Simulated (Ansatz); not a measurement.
Clusters of 5 atoms, chalcogenide: binding per atom (eV) at several levels, gas phase, relaxed structures; Ansatz. Clusters are the lowest isomers that short searches found in that spin, judged at the geometry's level. Core potentials for Hf, Te in the def2 sets, no spin–orbit coupling. Binding counts from free atoms in the multiplicity of their measured ground term, without zero-point energy. Singlets are spin-restricted. The structures are stationary points that may keep the symmetry of their start. Correlated methods freeze inner cores and use unrestricted references for open shells. Remarks come from the PBE and PBE0 runs and from stability tests at other levels; not every state was tested.

```
species    state            geometry  PBE-D4/def2-SVP  PBE-D4/def2-TZVP  r2SCAN-D4/def2-TZVP  PBE0-D4/def2-SVP  PBE0-D4/def2-TZVP  RPA@PBE/def2-TZVP                        remarks
  Hf2S3  singlet  r2SCAN-D4/def2-SVP             4.62              4.64                 4.56              4.40               4.46               3.99  restricted SCF unstable in HF
 Ga2Te3  singlet  r2SCAN-D4/def2-SVP             2.39              2.40                 2.29              2.27               2.29               1.99                              –
```

(1) Estimate the rows for Cr2S3 (singlet, PBE0-D4/def2-SVP geometry).

(1) 
```csv
species,state,geometry,PBE-D4/def2-SVP,PBE-D4/def2-TZVP,r2SCAN-D4/def2-TZVP,PBE0-D4/def2-SVP,PBE0-D4/def2-TZVP,RPA@PBE/def2-TZVP,remarks
Cr2S3,singlet,PBE0-D4/def2-SVP,3.13,3.09,2.60,2.03,2.07,2.34,restricted SCF unstable in HF
```
